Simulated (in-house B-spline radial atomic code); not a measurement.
**LDA exchange-only excitations of Al IV (Al3+)**

Method: LDA exchange-only. Computed with a B-spline radial code for spherical atoms: linear response of the closed shell [He] 2s2 2p6 with the functional's adiabatic kernel; non-relativistic, point nucleus, no spin-orbit coupling, no double excitations, S, P, D and F terms only. Only terms of natural parity with L up to 3 were computed.

Command:
```bash
python run_td.py task.json out
```
Settings (radii: box in bohr, nucleus in fm):
```
Z                        13
electrons                10
configuration            [He] 2s2 2p6
hamiltonian              nr
method                   lda,
box_radius               23.08
intervals                51
```

Cost of the run: 0.2 s on 1 thread of Arm Neoverse N1 (shared host).

The lowest states, in the order of their Tamm-Dancoff energies; the method's threshold (minus the highest occupied level) is 102.16 eV. Labels give the largest channel, * marks a mixed state, and oscillator strengths are full-response dipole values. Semilocal kernels can invert the small singlet-triplet splittings of Rydberg terms. Energies in eV:

| state | full response | Tamm-Dancoff | oscillator strength |
| --- | --- | --- | --- |
| 2p → 3s 3P | 70.36 | 70.37 | - |
| 2p → 3s 1P | 71.18 | 71.21 | 0.193 |
| 2p → 3p 3S | 76.66 | 76.70 | - |
| 2p → 3p 3D | 77.53 | 77.53 | - |
| 2p → 3p 1D | ? | ? | - |
| 2p → 3p 1S | 80.97 | 81.27 | - |
| 2p → 3d 3P | 86.25 | 86.26 | - |
| 2p → 3d 3F | 86.42 | 86.42 | - |
| 2p → 3d 1F | 86.60 | 86.60 | - |
| 2p → 3d 1P | 87.13 | 87.16 | 0.488 |
| 2p → 4s 3P | 88.61 | 88.62 | - |
| 2p → 4s 1P | 88.81 | 88.81 | 0.0274 |
| 2p → 4p 3S | 90.57 | 90.58 | - |
| 2p → 4p 3D | ? | ? | - |
| 2p → 4p 1D | 90.93 | 90.93 | - |
| 2p → 4p 1S | 91.79 | 91.88 | - |
| 2p → 4d 3P | 93.59 | 93.59 | - |
| 2p → 4d 3F | 93.65 | 93.65 | - |
| 2p → 4d 1F | 93.72 | 93.73 | - |
| 2p → 4d 1P | 93.96 | 93.98 | 0.191 |
| 2p → 4f 3D | 94.40 | 94.40 | - |
| 2p → 4f 1D | 94.40 | 94.40 | - |

**Question.** Where does 2p → 3p 1D lie?

**Answer.** At 78.08 eV in full response, 78.08 eV in Tamm-Dancoff.

**Question.** Where does 2p → 4p 3D lie?

**Answer.** At 90.78 eV in full response, 90.78 eV in Tamm-Dancoff.

**Question.** How large is the singlet-triplet splitting of 2p → 3s (P terms) in Tamm-Dancoff?

**Answer.** 0.838 eV, from the unrounded values.

**Question.** What polarisabilities and dispersion coefficient does the method give?

**Answer.** Dipole 0.287 bohr³, quadrupole 0.2501 bohr⁵, C6 0.2702 hartree·bohr⁶ for two such species.
